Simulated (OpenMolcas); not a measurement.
# Pr IV: CASPT2 settings compared

| Item | Value |
| --- | --- |
| Program | OpenMolcas |
| Basis | ANO-RCC-VTZP [8s7p5d3f2g1h] |
| Scalar Hamiltonian | DKH2, point nucleus |
| Active space | 2 electrons in 7 orbitals (4f) |
| State averaging | 2S+1 = 3 even, 21 roots; 2S+1 = 1 even, 27 roots kept (CI in the orbitals of an earlier block) |
| Spin-orbit coupling | RASSI with atomic mean-field integrals over the reference wave functions, term energies averaged over their components |

Methods on the same reference wave functions:
A. CASSCF
B. SS-CASPT2, IPEA 0.15 Eh, real shift 0.2 Eh (closed shells correlated: 5s 5p)
C. SS-CASPT2, IPEA 0 Eh, imaginary shift 0.05 Eh (closed shells correlated: 4d 5s 5p)
D. SS-CASPT2, IPEA 0 Eh, sigma1 regulariser 0.1 Eh (closed shells correlated: 5s 5p)

Energies in cm⁻¹ above 4f² ³H₄, the measured ground level; measured values from Martin, Zalubas and Hagan, Atomic Energy Levels: The Rare-Earth Elements, NSRDS-NBS 60 (1978).

```json
{"Level": "4f² ³H₄", "A": "0.0", "B": "0.0", "C": "0.0", "D": "0.0", "Measured": "0.0"}
{"Level": "4f² ³H₅", "A": "2280", "B": "2290", "C": "2290", "D": "2290", "Measured": "2152"}
{"Level": "4f² ³H₆", "A": "4686", "B": "4700", "C": "4690", "D": "4700", "Measured": "4389"}
{"Level": "4f² ³F₂", "A": "6798", "B": "5080", "C": "5260", "D": "5900", "Measured": "4997"}
{"Level": "4f² ³F₃", "A": "8260", "B": "6570", "C": "6790", "D": "7430", "Measured": "6415"}
{"Level": "4f² ¹D₂", "A": "23603", "B": "19750", "C": "18550", "D": "19210", "Measured": "17334"}
{"Level": "4f² ¹I₆", "A": "28283", "B": "25920", "C": "25350", "D": "25930", "Measured": "22212"}
{"Level": "4f² ³P₀", "A": "29775", "B": "25050", "C": "23270", "D": "24220", "Measured": "21390"}
{"Level": "4f² ³P₁", "A": "30183", "B": "25450", "C": "23680", "D": "24630", "Measured": "22007"}
{"Level": "4f² ³P₂", "A": "31401", "B": "26720", "C": "24990", "D": "25920", "Measured": "23161"}
```

Deviations, from unrounded energies. A percentage is the sum of absolute deviations over the sum of measured energies, with the sign that they share, or ± where signs differ.

| Against measurement | Levels | A | B | C | D |
| --- | --- | --- | --- | --- | --- |
| mean absolute deviation (cm-1) | 9 | 4600 | 1900 | 1200 | 1800 |
| fine structure of the ground term (%) | 2 | +6.5 | +6.9 | +6.8 | +6.8 |
| other terms of the ground configuration (%) | 7 | +34.7 | +14.5 | +8.8 | +13.4 |

C lies closest to measurement on these levels and A furthest from it. The largest miss of C in the table is 4f² ¹I₆, by +3100 cm-1. The ranking rests on the paired levels alone, and a cruder setting can come out closer through cancelling errors.

Among B to D the level of the table that moves most is 4f² ³P₀, by 1800 cm-1 (lowest in C, highest in B). Moves below CASPT2's spread within the term are not significant.

The mean deviations of B to D differ by less than CASPT2's widest spread within a term (2200 cm-1), so their order carries little weight.

From A to B the spin-free energies of the other terms of 4f² shown, above ³H, scale by factors of 0.72 to 0.91, as is usual when dynamic correlation screens the repulsion within a d or f shell.

The lowest spin-free term lies below A's lowest term by 0.250 hartree in B, 0.709 hartree in C, 0.253 hartree in D.

CASPT2 breaks the degeneracy within a term, and the mean is taken; among the terms shown or strongly mixed into the levels shown the widest spread is 2200 cm-1 (4f² ¹I, C). Terms from blocks run as CI alone lack orbitals of their own. Without dynamic correlation excited terms often stand tens of per cent too high (terms of higher spin than the ground term too low), and those without a measured partner can miss by more than the paired ones (holds for A). Some levels mix across a computed gap that differs much from the measured one, so their mixing is not that of the real levels (holds for A). The CASPT2 spread within a term exceeds the gap to the next term for 4f² ³P and 4f² ¹I, so the order of their levels is uncertain (holds for B; C; D). Some terms miss by over 15 % even with CASPT2, which points to a basis or an active space too small for the shells correlated (holds for B; D). Measured partners are found by configuration, term and J. A level has none where our copy of the source lacks it or the pairing is in doubt (some pairs that miss far off the trend of their configuration count as doubtful), and it then counts in no deviation. Levels of configurations outside the active space are missing. The table leaves out levels that lie high or whose names do not pair safely across all columns.
